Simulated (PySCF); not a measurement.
C2H6OSeSi.
Numbering: `[CH3:1][C:2](=[O:3])[SiH2:4][SeH:5]` (hydrogens: H6, H7, H8 on C1; H9, H10 on Si4; H11 on Se5)

Method: PBE0-D3(BJ)/def2-SVP geometry optimisation, gas phase (PySCF).

Q: What internal coordinates does the optimisation give?

A: 
| bond | length (Å) | order |
| --- | --- | --- |
| C1–C2 | 1.503 | single |
| C2=O3 | 1.210 | double |
| C2–Si4 | 1.959 | single |
| Si4–Se5 | 2.262 | single |
| C1–H6, C1–H7, C1–H8 | 1.101 | single |
| Si4–H9, Si4–H10 | 1.495 | single |
| Se5–H11 | 1.484 | single |

Bonds in one row agree within 0.01 Å and their mean is given. Orders are formal, as drawn. A selection of angles:
| angle | degrees |
| --- | --- |
| C2–C1–H6 | 109.7 |
| H6–C1–H7 | 106.8 |
| H6–C1–H8 | 110.0 |
| C1–C2–O3 | 122.0 |
| C1–C2–Si4 | 118.1 |
| O3–C2–Si4 | 119.9 |
| C2–Si4–Se5 | 103.9 |
| C2–Si4–H9 | 108.6 |
| Se5–Si4–H9 | 113.9 |
| H9–Si4–H10 | 107.3 |
| Si4–Se5–H11 | 85.3 |

Torsions: C1–C2–Si4–Se5 -179° (antiperiplanar); H11–Se5–Si4–C2 -1° (synperiplanar).

Si4 (SiH2 silicon) is distorted tetrahedral (angles from 103.9° to 114.2°). The 5 heavy atoms lie in one plane (0.005 Å rms). Of the pairs four or more bonds apart, O3···H11 is among the closest relative to their van der Waals radii: 2.15 Å, 79 % of the sum of Bondi's values. Se5 (selenium bonded to Si and H) is bent (angle 85.3°).

Point group: Cs (tolerance 0.08 Å). Stationary, but not proved a minimum. One conformer, not necessarily the lowest (C1–C2–Si4–Se5 -179°, C2–Si4–Se5–H -1°).

Hardware: one thread of an Arm Neoverse V1, on a shared host. Cost: 42 s wall, 0.50 GiB resident at most. This is the geometry optimisation.
